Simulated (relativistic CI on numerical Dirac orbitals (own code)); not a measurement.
Mg4+: computed level list

These numbers are calculated, not measured: Dirac-Coulomb-Breit CI, KLI orbitals optimised for each configuration, model QED (radiative potential, 1s self-energy scaled to tabulated hydrogen-like ionisation energies), valence Slater integrals scaled by 0.85, P86 correlation estimate, and configurations built on the next ion tied to the tabulated ionisation energy (semi-empirical) (own radial code, finite nucleus).

Configurations in the expansion (outside the closed core 1s2): 2s²2p⁴, 2s²2p³3s, 2s²2p³3p, 2s²2p³3d, 2s²2p³4s, 2s2p⁵, 2p⁶, 2p⁵3s, 2s2p⁴3s, 2p⁵3p, 2s²2p³4p, 2s²2p³4d, 2s²2p³4f, 2p⁵3d, 2s2p⁴3p, 2s²2p²3s², 2s2p⁴3d, 2s²2p²3s3p, 2s²2p²3p², 2s²2p²3s3d, 2s2p⁴4s, 2s²2p²3p3d, 2s2p⁴4p, 2s2p⁴4d. Levels of other configurations are missing.

The lowest level is 2s²2p⁴ ³P2, with 100 % of that term; Hund's rules for 2s²2p⁴ give ³P with J = 2, in agreement.

| No. | Configuration | Term | J | E (eV) | % | Landé g | Lifetime (s) |
| --- | --- | --- | --- | --- | --- | --- | --- |
| 1 | 2s²2p⁴ | ³P | 2 | 0.0000 | 100 | 1.500 |  |
| 2 | 2s²2p⁴ | ³P | 1 | 0.2197 | 100 | 1.501 | 8.01e+00 |
| 3 | 2s²2p⁴ | ³P | 0 | 0.3096 | 100 |  | 4.86e+01 |
| 4 | 2s²2p⁴ | ¹D | 2 | 4.0959 | 100 | 1.000 | 4.55e-01 |
| 5 | 2s²2p⁴ | ¹S | 0 | 8.4411 | 98 |  | 4.74e-02 |
| 6 | 2s2p⁵‡ | ³P° | 2 | 36.5759 | 99 | 1.501 | 8.72e-11 |
| 7 | 2s2p⁵‡ | ³P° | 1 | 36.7749 | 99 | 1.500 | 8.65e-11 |
| 8 | 2s2p⁵‡ | ³P° | 0 | 36.8829 | 99 |  | 8.61e-11 |
| 9 | 2s2p⁵‡ | ¹P° | 1 | 49.8037 | 99 | 1.000 | 2.43e-11 |
| 10 | 2s²2p³3s | ⁵S° | 2 | 83.2688 | 99 | 2.001 | 1.17e-07 |
| 11 | 2s²2p³3s | ³S° | 1 | 85.0714 | 99 | 2.001 | 1.87e-11 |
| 12 | 2p⁶‡ | ¹S | 0 | 85.6698 | 96 |  | 2.81e-11 |
| 13 | 2s²2p³3s | ³D° | 3 | 89.9122 | 99 | 1.334 | 5.99e-11 |
| 14 | 2s²2p³3s | ³D° | 2 | 89.9123 | 99 | 1.168 | 6.01e-11 |
| 15 | 2s²2p³3s | ³D° | 1 | 89.9148 | 99 | 0.502 | 5.99e-11 |
| 16 | 2s²2p³3s | ¹D° | 2 | 90.8096 | 99 | 1.003 | 2.31e-11 |
| 17 | 2s²2p³3p | ⁵P | 1 | 91.2360 | 99 | 2.502 | 1.81e-09 |
| 18 | 2s²2p³3p | ⁵P | 2 | 91.2508 | 99 | 1.834 | 1.80e-09 |
| 19 | 2s²2p³3p | ⁵P | 3 | 91.2763 | 99 | 1.668 | 1.78e-09 |
| 20 | 2s²2p³3s | ³P° | 0 | 92.7889 | 98 |  | 6.19e-11 |
| 21 | 2s²2p³3s | ³P° | 1 | 92.7946 | 97 | 1.498 | 6.18e-11 |
| 22 | 2s²2p³3s | ³P° | 2 | 92.8105 | 96 | 1.496 | 6.11e-11 |
| 23 | 2s²2p³3p | ³P | 1 | 92.8602 | 99 | 1.501 | 1.81e-09 |
| 24 | 2s²2p³3p | ³P | 2 | 92.8669 | 99 | 1.501 | 1.81e-09 |
| 25 | 2s²2p³3p | ³P | 0 | 92.8675 | 99 |  | 1.81e-09 |
| 26 | 2s²2p³3s | ¹P° | 1 | 93.7167 | 97 | 0.998 | 2.43e-11 |
| 27 | 2s²2p³3p | ¹P | 1 | 97.1355 | 87 | 0.941 | 1.47e-09 |
| 28 | 2s²2p³3p | ³D | 2 | 97.3693 | 98 | 1.163 | 1.77e-09 |
| 29 | 2s²2p³3p | ³D | 1 | 97.3764 | 87 | 0.560 | 1.70e-09 |
| 30 | 2s²2p³3p | ³D | 3 | 97.4065 | 98 | 1.330 | 1.72e-09 |

Energies count from the lowest computed level; ° marks odd parity; lifetimes are radiative, by E1, M1, E2 decay to levels of this space only. ‡ marks configurations that were not tied to measured data.

The mean weight of the leading LS term, summed over parents, in these 30 levels is 98 %, and that of the leading jj configuration (from the same eigenvectors) 64 %, so LS coupling describes them better.

Configurations that consist of the next ion and one excited electron were tied to the tabulated ionisation energy; Rydberg ones are usually within 1,000 to 3,000 cm⁻¹ and the lowest ones within about 6,000 (9,000 in d shells), while levels on excited terms of the next ion carry the error of that term, and the other configurations can be misplaced by 10,000 cm⁻¹ or more. Rates follow the energies as ν³ (E1, M1) or ν⁵ (E2), so rates, branching and lifetimes can be off by large factors. 58 of the 61 excited levels that our extract of the measured tables holds in this range could be paired (the sources list more); they are missed by 5213 cm⁻¹ on average and 28004 at most, and levels without a partner can miss by more.

Landé's interval rule says that E(J) − E(J−1) = AJ with one A. For the ground term the intervals give A = -725.5, -885.9 cm⁻¹ for J = 1, 2; the multiplet is inverted.
